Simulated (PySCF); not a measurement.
A structure optimised at PBE-D3(BJ)/def2-SVP, used in a PySCF frequency run:

```xyz
6

V      0.0000     0.0000     0.0000
F      0.0000     0.0000     1.7477
F      0.0000     0.0000    -1.7477
F     -1.7112     0.0000     0.0000
F      0.8556     1.4820     0.0000
F      0.8556    -1.4820     0.0000
```
Charge 0, spin multiplicity 1.

Task: Write its SMILES, formula and point group.

Result: [F][V]([F])([F])([F])[F], F₅V, D3h

Task: What are its rotational constants (standard atomic weights)?

Result: 3.0280, 2.5330, 2.5330 GHz
